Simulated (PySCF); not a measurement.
Field gradients at the hydrogen positions

Species: C6H12FPSi.
Numbering: `[CH2:1]=[CH:2][C@@H:3]1[CH2:4][CH2:5][CH2:6][Si@:7]1([F:8])[PH2:9]` (hydrogens: H10, H11 on C1; H12 on C2; H13 on C3; H14, H15 on C4; H16, H17 on C5; H18, H19 on C6; H20, H21 on P9)

Geometry (GFN2-xTB, Å), atoms numbered from 1 in this order:
```
atom  x, y, z in Å
C1     2.6193    1.5209    0.2940
C2     1.6566    0.8298   -0.2901
C3     0.7451   -0.1139    0.4078
C4     0.5673   -1.4402   -0.3422
C5    -0.7018   -2.1227    0.1604
C6    -1.8591   -1.1261    0.0603
Si7   -1.0577    0.5304    0.5442
F8    -1.3896    0.8331    2.1190
P9    -1.4731    2.2964   -0.7719
H10    3.2365    2.2152   -0.2495
H11    2.8296    1.4180    1.3461
H12    1.4641    0.9553   -1.3495
H13    1.1279   -0.3131    1.4121
H14    1.4387   -2.0832   -0.2064
H15    0.4632   -1.2352   -1.4105
H16   -0.9087   -3.0287   -0.4113
H17   -0.5624   -2.4079    1.2051
H18   -2.2347   -1.0944   -0.9622
H19   -2.6871   -1.4189    0.7015
H20   -2.6140    2.6639   -0.0801
H21   -0.6689    3.1384   -0.0225
```

Level: PBE0/pcSseg-1 (PySCF, non-relativistic); Q(2H) = 0.00286 b; rigid geometry, the same for H and D, with no vibrational averaging.

Question: Rank these positions by the coupling χzz of a deuteron there, largest first.
A. H21 (P–H hydrogen)
B. H18 (methylene hydrogen)
C. H10 (vinylic hydrogen)
D. H13 (methine hydrogen)

Answer: C (228 kHz), B (212 kHz), D (205 kHz), A (142 kHz).

Tabulate Vzz, the asymmetry η and χzz = 234.96 MHz × Q × Vzz for every hydrogen position.

| atom | bonded to | bond length (Å) | Vzz (au) | η | χzz (kHz) |
| --- | --- | --- | --- | --- | --- |
| H10 | C1 | 1.076 | 0.3400 | 0.06 | 228 |
| H11 | C1 | 1.078 | 0.3364 | 0.06 | 226 |
| H12 | C2 | 1.084 | 0.3196 | 0.06 | 215 |
| H13 | C3 | 1.093 | 0.3051 | 0.05 | 205 |
| H14 | C4 | 1.091 | 0.3066 | 0.01 | 206 |
| H15 | C4 | 1.093 | 0.3013 | 0.02 | 202 |
| H16 | C5 | 1.091 | 0.3075 | 0.01 | 207 |
| H17 | C5 | 1.092 | 0.3028 | 0.01 | 203 |
| H18 | C6 | 1.090 | 0.3153 | 0.03 | 212 |
| H19 | C6 | 1.087 | 0.3206 | 0.04 | 215 |
| H20 | P9 | 1.384 | 0.2138 | 0.08 | 144 |
| H21 | P9 | 1.385 | 0.2120 | 0.07 | 142 |

Average by the element that carries the hydrogen.

on C: 212 kHz over 10 positions, mean bond length 1.088 Å; on P: 143 kHz over 2 positions, mean bond length 1.384 Å.

How does χzz go with the bond length over the 10 C–H bonds?

A straight-line fit has a slope of -14.6 kHz for each 0.01 Å, with a correlation coefficient of -0.98, over lengths from 1.076 to 1.093 Å. The longer bonds have the smaller couplings here.

The structure is a single GFN2-xTB conformer in the gas phase; no vibrational or solvent corrections. GFN2-xTB bond lengths can be off by several hundredths of an ångström, more for odd bonds, and the gradients follow them. These gradients aren't converged with respect to the basis.
